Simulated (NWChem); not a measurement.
System: stibine (SbH$_{3}$); SMILES [SbH3]

Input file for NWChem:

```
start job
memory heap 200 mb stack 900 mb global 1100 mb
geometry units angstroms
  Sb     0.000000     0.000000     0.032948
  H     -0.343600     1.369063    -0.928994
  H      1.357443    -0.386965    -0.928994
  H     -1.013843    -0.982098    -0.928994
end
basis spherical
  Sb library def2-svp
  H library def2-svp
end
ecp
  Sb library def2-ecp
end
dft
  xc xcamb88 1.00 lyp 0.81 vwn_5 0.19 hfexch 1.00
  cam 0.33 cam_alpha 0.19 cam_beta 0.46
  iterations 150
end
driver
  maxiter 120
end
task dft optimize
dft
  grid fine
  convergence energy 1d-8 density 1d-7
end
task dft freq numerical
```

def2 effective core potentials on Sb; no spin-orbit coupling.

The level has its own optimisation; frequencies are unscaled.

### Question
Predict the main results of this run. (CAM-B3LYP/def2-SVP with def2 effective core potentials on Sb.) Quantities: r H–Sb (Å); highest harmonic frequency (cm⁻¹); lowest (cm⁻¹); zero-point energy (kcal/mol).

### Answer
```
Property                           Value
---------------------------------  -----
r H–Sb (Å)                         1.712
highest harmonic frequency (cm⁻¹)   1982
lowest (cm⁻¹)                        832
zero-point energy (kcal/mol)        12.2
```
